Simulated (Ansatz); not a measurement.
Species: C₄H₅SSi (charge 0, doublet). It need not be the lowest isomer of its formula. SMILES: s1cc(c[c]1)[SiH3]
Geometry: optimised at B3LYP-D3(BJ)/def2-TZVP (Ansatz, a program for electronic structure).

Property: atomisation energy (electronic, to ground-state atoms), in eV. Correlated levels leave the core frozen unless marked. UHF or UKS for open shells. No spin-orbit coupling. Non-relativistic. The coupled-cluster limit lacks core correlation, which all-electron functionals hold. Basis-set limits of correlation are two-point, X^-3; Hartree-Fock from the larger set.

The UHF reference is spin-contaminated (<S^2> 0.36 over the pure value in the largest basis). 

```tsv
level	program	atomisation energy (eV)
SVWN5/def2-TZVPD	Ansatz	(withheld)
PBE/def2-TZVPD	Ansatz	46.86
PBE-D3(BJ)/def2-TZVPD	Ansatz + dftd3	47.19
PBE0/def2-TZVP	Ansatz	45.98
HSE06-D3(BJ)/def2-TZVPD	Ansatz + dftd3	(withheld)
LC-wPBE/def2-TZVPD	Ansatz	45.50
PBE-QIDH/def2-TZVPD	Ansatz	45.61
SCS-MP2/cc-pV(T+d)Z	Ansatz	44.09
CCSD(T)/CBS(cc-pV(T+d)Z,cc-pV(Q+d)Z)	Ansatz	45.47
```

Q: Fill in the missing entries.

A: 
- SVWN5/def2-TZVPD, atomisation energy (eV): 52.86
- HSE06-D3(BJ)/def2-TZVPD, atomisation energy (eV): 46.28
